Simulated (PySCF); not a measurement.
VSF3 (singlet state).
SMILES: `[F][V]([F])([F])=[S]`

Method: PySCF 2.14.0, PBE0-D3(BJ)/def2-SVP geometry optimisation, gas phase.

Take the most abundant isotopes and a rigid rotor. 

Question: Give the principal moments of inertia and the rotational constants in MHz.

Answer: Ia = 146.74, Ib = 208.40, Ic = 208.52 u·Å²; 505379 MHz·u·Å²/I gives A = 3444, B = 2425, C = 2424 MHz.

Question: What kind of rotor is it?

Answer: A prolate symmetric top, as the point group C3v requires two equal moments; the computed ones differ by 0.06 % because the geometry is symmetric only within the optimiser's tolerance: κ = (2 × 2425 − 3444 − 2424)/(3444 − 2424) = -1.00.

Question: Where do the R-branch lines fall?

Answer: The dipole of 0.42 D lies along the symmetry axis, so ΔK = 0 and J+1 ← J falls at 2B(J+1) for every K: 4.85 GHz, 9.70 GHz, 14.55 GHz, 19.39 GHz, 24.24 GHz for J = 0 to 4.

Question: Estimate the classical rotational partition function at 50 K, 100 K and 500 K.

Answer: Point group C3v, symmetry number σ = 3; q = (√π/σ)·√((kT/h)³/(ABC)), k/h = 20836.6 MHz/K: 4420 at 50 K, 12500 at 100 K, 140000 at 500 K.

Not checked by PBE0-D3(BJ)/def2-SVP frequencies. Constants of a rigid frame at the computed geometry: no zero-point averaging, no centrifugal distortion.

The run took 9.5 s of wall time on an x86-64 server with one thread, shared host. This is the geometry optimisation.
